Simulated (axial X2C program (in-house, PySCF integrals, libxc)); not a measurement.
# WCl⁺: bond constants with and without spin–orbit coupling

Computed with an in-house all-electron X2C program for linear molecules (integrals from PySCF). Spin-free means the one-electron spin-free X2C Hamiltonian; two-component (2c) means X2C with spin–orbit coupling and atomic mean-field two-electron Coulomb and Gaunt terms, so the difference of the two also holds small scalar two-electron terms. Basis: W dyall-cv3z [13s14p9d7f4g], Cl dyall-av3z [9s8p3d2f] (cores contracted in-house); Gaussian nuclei, density fitting, unrestricted open shells. Masses: W 183.951 u, Cl 34.969 u.

The run was started with this input:
```json
{"zs": [74, 17], "q": 1, "bas": ["dyall-cv3z", "dyall-av3z"], "levels": ["PBE0", "HF", "TPSSh"], "cc": true, "r0": 2.36, "thr": -1.0, "nmax": 90, "npts": 10, "nst": 2, "ntry": 6}
```
```bash
python so2c.py task.json out
```

Keys: zs atomic numbers; q charge; bas basis sets; levels methods; cc coupled cluster on or off; r0 starting distance in Å; thr threshold in hartree for freezing inner shells (an s shell follows its p shell); nmax most natural virtual spinors; npts points on the curve; nst determinants followed; ntry starts of the search. HF also brings MP2.

State, spin-free: M_S = 2, Λ = 1 (beyond evenly filled blocks: σα, π+α, δ+α, δ-α); electrons by block: σα: 18, σβ: 17, π+α: 10, π+β: 9, π-α: 9, π-β: 9, δ+α: 4, δ+β: 3, δ-α: 4, δ-β: 3, φ+α: 1, φ+β: 1, φ-α: 1, φ-β: 1. Fragments: W+ + Cl.

State, 2c: Ω = 1 (⟨Sz⟩ = 1.97, ⟨Lz⟩ = -0.97 at PBE0); electrons by block: 1/2: 27, -1/2: 27, 3/2: 12, -3/2: 13, 5/2: 5, -5/2: 4, 7/2: 1, -7/2: 1. Fragments: W+ + Cl.

```csv
Hamiltonian,level,Re (Å),ωe (cm⁻¹),ωexe (cm⁻¹),Be (cm⁻¹),αe (cm⁻¹),De (eV),μ (D)
spin-free,PBE0,2.150,477.7,1.27,0.1241,0.000436,4.08,-2.22
spin-free,HF,2.204,447.8,1.15,0.1181,0.000426,2.07,-4.07
spin-free,MP2,2.161,477.2,1.17,0.1229,0.000412,3.90,n/a
spin-free,CCSD,2.172,467.9,1.2,0.1216,0.000421,3.64,n/a
spin-free,CCSD(T),2.173,466.6,1.18,0.1215,0.00042,3.83,n/a
spin-free,TPSSh,2.156,470.5,1.29,0.1234,0.000443,4.21,-2.02
2c,PBE0,2.150,476.7,1.26,0.1241,0.000435,n/a,-2.22
2c,HF,2.204,447.1,1.14,0.1181,0.000423,n/a,-4.02
2c,MP2,2.162,475.1,1.17,0.1227,0.000414,n/a,n/a
2c,CCSD,2.173,465.8,1.19,0.1215,0.000422,n/a,n/a
2c,CCSD(T),2.174,464.7,1.17,0.1214,0.000421,n/a,n/a
2c,TPSSh,2.156,469.8,1.28,0.1234,0.00044,n/a,-2.02
```

Correlated methods: 12 electrons correlated (number of frozen shells: W 5 s, 4 p, 2 d, 1 f; Cl 2 s, 1 p), 314 virtual spin orbitals or spinors in MP2, 90 natural virtuals in coupled cluster.

Dipoles are positive if Cl is the positive end and refer to the centre of mass.

The state is a single determinant with fixed occupations, the lowest that a limited PBE0 search found. De is counted from the lowest determinant-based energies of the atoms at the same level, without counterpoise correction. De is not given where an atomic determinant may have missed its ground term or J level, or where the truncated virtual space spoils (T). Density functionals use the spin component along the axis (collinear). Coupled cluster ran in a truncated set of natural virtual spinors; the MP2 energy of the rest was added. (T) has no such correction and the atoms are truncated less, which lowers De at CCSD(T) by a hundredth of an eV or more. The functionals have no current-density term, which raises determinants with orbital currents, atoms included. With several unpaired electrons one determinant need not be a pure state. Open-shell Ω = 0 determinants with evenly filled partner blocks cannot be reached by this program, so the Ω shown need not be the lowest component. Some points did not converge and are left out. The determinant is spin-polarised beyond a pure state at some levels (its spin-free form has ⟨S²⟩ too high), which makes Re and μ there less reliable. The stretched end of a curve changes character and is left out. With the outer-core shells frozen, correlated bond lengths of heavy atoms tend to come out a few hundredths of an ångström too long.

Rough cost a point (2c) on 1 thread(s) of a shared host, integrals apart: PBE0 2.4 s, HF 2.2 s, CCSD(T) 13 s, TPSSh 3 s.

The whole task took 9.2 min on 1 thread of Intel(R) Xeon(R) Platinum 8488C (Sapphire Rapids) (shared host).
